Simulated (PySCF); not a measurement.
C5H6BF, SMILES C#CC(=C)B(C)F. Atoms are numbered in the order given.

```xyz
13

C     -0.5778     2.7268     0.0000
C     -0.0255     1.6460     0.0000
C      0.5832     0.3525     0.0000
C      1.9275     0.2194     0.0000
B     -0.3492    -0.9163     0.0000
C      0.1218    -2.4083     0.0000
F     -1.6614    -0.6926     0.0000
H     -1.0641     3.6846     0.0000
H      2.5950     1.0862     0.0000
H      2.3936    -0.7688     0.0000
H     -0.3048    -2.9197     0.8796
H      1.2076    -2.5665     0.0000
H     -0.3048    -2.9197    -0.8796
```

Coordinates come from a PBE0-D3(BJ)/def2-SVP optimisation. The structure was generated by enumeration, and PubChem lists no compound with its InChIKey, so it may never have been made. The values are those of a single conformer.

These are PBE0/def2-TZVP (PySCF) values and carry that method's errors.

Symmetry labels are those of the subgroup Cs that the program uses (full group Cs).

Computed valence orbital energies around the gap with their symmetry:
```csv
orbital,symmetry,energy (eV)
HOMO−7,A',-12.12
HOMO−6,A",-11.23
HOMO−5,A',-11.15
HOMO−4,A',-11.12
HOMO−3,A",-9.82
HOMO−2,A',-9.30
HOMO−1,A',-7.81
HOMO,A",-7.30
LUMO,A",-1.82
LUMO+1,A",0.40
LUMO+2,A',0.83
LUMO+3,A',1.30
```
